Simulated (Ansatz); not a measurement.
Consider the ligand exchange at a B–C bond: `CC[BH][AlH2]` + HCl → `[AlH2][BH]Cl` + ethane.

Program: Ansatz. Geometries: PBE0-D4/def2-TZVP. ΔE: electronic, gas phase. CCSD(T)/CBS adds triple-zeta CCSD(T) − MP2 to the extrapolated MP2 energy (def2 sets, frozen cores). This one scheme is used for every species. DFT in def2-TZVPP. One conformer a species, not always the lowest.

CCSD(T)/CBS gives -99.3 kJ/mol.

(1) Another level gave -101.5 kJ/mol. Which?
A. PBE0-D4/def2-TZVPP
B. HF/def2-TZVPP
C. r2SCAN/def2-TZVPP
D. LDA (SPW92)/def2-TZVPP

Largest T1 diagnostic among the species: 0.013.

Results:

(1) C. r2SCAN -101.5, PBE0-D4 -97.5, HF/def2-TZVPP -107.9, LDA (SPW92) -91.4 kJ/mol.

In def2-TZVPP, CCSD(T) changes the Hartree–Fock value by +8.9 kJ/mol (the triples alone add −0.6 kJ/mol) and MP2 by +5.6 kJ/mol. Leaving LDA and LC-ωPBE aside and taking each functional with its dispersion term where it has one, the values, not all of them listed here, spread over 8.2 kJ/mol, from B2PLYP to B97M-V. LDA lies +9.7 kJ/mol from PBE without D4. The D4 term adds +4.9 kJ/mol with B3LYP and +3.0 kJ/mol with PBE0; it sums over pairs of atoms, weighted by their polarisabilities, and B3LYP, whose exchange is more repulsive, gets the larger term.

B3LYP here is the variant with VWN-RPA as its local correlation; programs differ in this.
